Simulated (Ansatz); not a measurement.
Geometry optimisation, RKS B3LYP-D4/def2-SVP in Ansatz 0.2.0.

The input (input.yaml):

```yaml
crystal:
  periodic: [false, false, false]
  atoms:
    - { symbol: Sn, position_ang: [0.380965, -0.207038, -0.463325] }
    - { symbol: O, position_ang: [-0.590752, -0.215569, 2.540118] }
    - { symbol: H, position_ang: [-1.121833, -1.009461, 2.692104] }
    - { symbol: H, position_ang: [1.312645, -0.378436, -1.900144] }
    - { symbol: H, position_ang: [0.193439, 1.427897, -0.002135] }
    - { symbol: H, position_ang: [-1.048582, -1.146232, -0.533356] }
    - { symbol: F, position_ang: [1.506244, -1.035052, 0.847633] }
    - { symbol: H, position_ang: [0.332473, -0.560708, 2.543405] }
basis:
  gaussian: { orbitals: def2-SVP }
hamiltonian:
  xc: b3lyp
  dispersion: d4
relax:
  f_tol: 0.03
  max_steps: 50
```

Launched with:

```bash
$ ansatz run input.yaml --threads 1 --pin off --max-ram 2048MiB --backend cpu --events-out ev --progress --plain --runs-dir out
```

Where does it end, and by what steps?

It converged. After 6 steps the energy has fallen by 0.088 eV; H8 moved furthest, 0.22 Å.

| step | energy less start (eV) | largest force component (eV/Å) | accepted |
| --- | --- | --- | --- |
| 0 | 0.0000 | 1.037 | yes |
| 1 | -0.0708 | 0.411 | yes |
| 2 | -0.0281 | 1.905 | no |
| 3 | -0.0870 | 0.121 | yes |
| 4 | -0.0876 | 0.049 | yes |
| 5 | -0.0880 | 0.035 | yes |
| 6 | -0.0881 | 0.009 | yes |

```xyz
8
Properties=species:S:1:pos:R:3
Sn 0.330 -0.186 -0.374
O -0.527 -0.230 2.407
H -1.090 -0.994 2.599
H 1.294 -0.420 -1.784
H 0.165 1.468 0.012
H -1.093 -1.134 -0.455
F 1.517 -1.016 0.984
H 0.369 -0.613 2.334
```

Whether the end is a true minimum wasn't checked by a vibrational analysis.

Time of the run: 16 s on 1 thread of Intel(R) Xeon(R) Platinum 8559C (Emerald Rapids), with other jobs on the host, peak memory 0.18 GiB.
